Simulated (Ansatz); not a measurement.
C₂H₆AlBClN. The species carries charge 0 and has multiplicity 1. The bonds changed during the relaxation, so this is another structure than the one it started from. The structure was optimised at the PBE0-D4/def2-TZVP level. It is one conformer, not always the lowest.

```xyz
12

C    -0.254    0.364   -2.001
Al   -0.862    0.111   -0.162
Cl   -2.655    1.136    0.395
B    -0.188   -1.453    1.151
C     1.031   -0.517    1.458
N     0.647    0.662    1.087
H    -0.198    1.425   -2.262
H    -0.954   -0.100   -2.703
H     0.730   -0.081   -2.178
H    -0.489   -2.350    1.879
H     1.999   -0.662    1.948
H     1.192    1.467    1.390
```

What is the dipole moment at ωB97M-V/def2-TZVPP? (An estimate is asked.)

Computed: 5.56 D, with components (5.22, -0.53, 1.84) D in this frame, pointing from negative to positive charge.

And with PBE, r2SCAN, B3LYP? (Estimate.)

The calculation gave: PBE 5.14 D, r2SCAN 5.34 D, B3LYP 5.43 D.

Give the Mulliken charges with ωB97M-V, B3LYP, r2SCAN in def2-TZVPP. (An estimate is asked.)

Computed: 
```csv
atom,ωB97M-V,B3LYP,r2SCAN
C1,-0.53,-0.45,-0.39
Al2,0.44,0.47,0.52
Cl3,-0.30,-0.33,-0.33
B4,-0.23,-0.15,-0.16
C5,0.08,0.03,0.10
N6,-0.13,-0.14,-0.17
H7,0.11,0.08,0.06
H8,0.11,0.09,0.07
H9,0.09,0.07,0.05
H10,0.12,0.06,0.03
H11,0.12,0.11,0.07
H12,0.13,0.15,0.15
```

B3LYP here is the variant with VWN-RPA as its local correlation; programs differ in this.
